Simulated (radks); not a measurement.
Task: Coherent X-ray form factor from a spherical all-electron density. All-electron calculation, non-relativistic Kohn-Sham, Wu-Cohen GGA, spin-unpolarised, spherical densities, point nucleus. Program: a radial shooting solver on a logarithmic mesh with Libxc functionals.

sin(theta)/lambda (1/angstrom),f0 (electrons)
0.05,16.508
0.1,15.231
0.15,13.599
0.2,12.001
0.25,10.646
0.3,9.585
0.4,8.176
0.5,7.286
0.6,6.567
0.8,5.216
1,4.001
1.25,2.866
1.5,2.156
2,1.498

The species is in the configuration that NIST lists as its ground one. Which atom or ion scatters so?

Result: Neutral chlorine, [Ne] 3s2 3p5. Extrapolating in s^2 from the first two rows gives f0(0) = 16.9, near the electron count 17; among species with that count, the fall with angle is slower the higher Z, and the table is that of Z = 17; from so few rows the species is fixed only to a neighbour or two.
